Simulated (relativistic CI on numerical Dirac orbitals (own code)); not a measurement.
## A ladder of approximations for the levels of Tl³⁺

Calculated with a relativistic CI code on KLI orbitals (one set per configuration, finite nucleus), adding one ingredient at a time: step 1, Dirac-Coulomb, each configuration alone; step 2, with Breit and QED terms; step 3, with configuration mixing; step 4, with scaled Slater integrals (0.85); step 5, with a P86 correlation estimate; step 6, tied to the ionisation limit. P86 is a density functional for the correlation energy, evaluated here for each configuration and added to its levels. Step 6 is semi-empirical: configurations made of the next ion and one excited electron move by 6022 cm⁻¹, so that their limit matches the tabulated ionisation energy, and those with a non-penetrating f or g electron also take the P86 value of the least penetrating other one.

Configurations in the expansion (outside the closed core [Xe] 4f14): 5d10, 5d9 6s, 5d9 6p, 5d9 5f, 5d9 6d, 5d9 7s, 5d9 7p, 5d9 7d, 5d9 6f, 5d9 7f.

Computed minus measured energy above the ground level, in cm⁻¹, for 3 of the 15 excited levels that pair in every step (one J of a term; a digit in brackets numbers repeated terms):

| Configuration | Term | J | Measured | Step 1 | Step 2 | Step 3 | Step 4 | Step 5 | Step 6 |
| --- | --- | --- | --- | --- | --- | --- | --- | --- | --- |
| 5d9 6s | 3D | 3 | 75052 | 523 | 1379 | 1376 | 1788 | 5691 | 11711 |
| 5d9 6s | 1D | 2 | 96727 | 2011 | 2512 | 2412 | 1843 | 5747 | 11768 |
| 5d9 6p | jj | 2 | 147635 | -1943 | -1289 | -1380 | -261 | 5680 | 11700 |

Mean absolute errors in cm⁻¹, over all paired levels and for the configurations:

```csv
"Configuration, levels",Step 1,Step 2,Step 3,Step 4,Step 5,Step 6
"all, 15",1580,1557,1523,1515,4795,10816
"5d9 6s, 4",1077,1743,1701,1709,5613,11633
"5d9 6p, 11",1763,1490,1458,1444,4498,10519
```

Measured levels: Moore, Atomic Energy Levels, vol. III, NSRDS-NBS 35 (1971 reprint of NBS Circular 467, 1958). The analysis dates from before 1960.

The mean absolute error is lowest at step 4 (1515 cm⁻¹), and the largest single drop is from step 2 to 3 (1557 to 1523). Mixing lowers the ground level by 112; relative to it the configurations that move most are 5d9 6p by -238, 5d9 6s by -43. The P86 estimate moves 5d9 6p by +5942, 5d9 6s by +3904, and takes the mean absolute error of the excited configurations from 1515 to 4795; it overshoots. Step 6 takes that error from 4795 to 10816; it grows for 5d9 6s, 5d9 6p. The shift fits the limit, so it does little for low levels whose errors differ from those near the limit.
